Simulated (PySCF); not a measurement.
Compound: C₂F₆O₂P (charge -1).
Structure used (GFN2-xTB), in Å, numbered top down from 1:
```
atom  x, y, z in Å
O1    -0.7600    0.6850   -1.8487
P2    -0.0566    0.7984   -0.5622
O3     0.5653    2.0345   -0.0645
C4    -1.1977    0.1109    0.8039
F5    -1.7341   -1.0958    0.5550
F6    -0.6458    0.0143    2.0254
F7    -2.2360    0.9575    0.9333
C8     1.2347   -0.6030   -0.4624
F9     0.7752   -1.8322   -0.7519
F10    1.8673   -0.7236    0.7171
F11    2.1931   -0.3431   -1.3710
```

A PySCF run (density fitting, gas phase, GFN2-xTB geometry) gave HOMO -1.76 eV, LUMO 4.84 eV and E = -1166.962 Eh.

Question: Which of these levels was it?
A. wB97X/ANO-RCC-VDZP
B. BLYP/pcseg-1
C. PBE0/3-21G
D. B97-2/3-21G
E. PBE0/pcSseg-1

Answer: B. It is BLYP/pcseg-1. All candidates on this geometry:

| level and settings | kind | basis functions | SCF cycles | E (Eh) | HOMO (eV) | LUMO (eV) |
| --- | --- | --- | --- | --- | --- | --- |
| BLYP/pcseg-1 | GGA | 158 | 17 | -1166.9620 | -1.76 | 4.84 |
| B97-2/3-21G | global hybrid | 103 | 15 | -1160.5949 | -2.38 | 6.67 |
| PBE0/pcSseg-1 | global hybrid | 194 | 14 | -1166.2000 | -3.58 | 5.66 |
| PBE0/3-21G | global hybrid | 103 | 15 | -1159.9010 | -2.63 | 6.75 |
| wB97X/ANO-RCC-VDZP, fitting basis def2-universal-jkfit | range-separated hybrid | 158 | 11 | -1167.1322 | -6.32 | 7.37 |

The nearest other candidate, by the summed differences of HOMO and LUMO, is B97-2/3-21G: its HOMO differs by -0.62 eV and its LUMO by +1.83 eV. Cycle counts include a coarse-grid stage where the run had one. ANO-RCC sets were contracted for a scalar-relativistic Hamiltonian, but ran non-relativistically here.
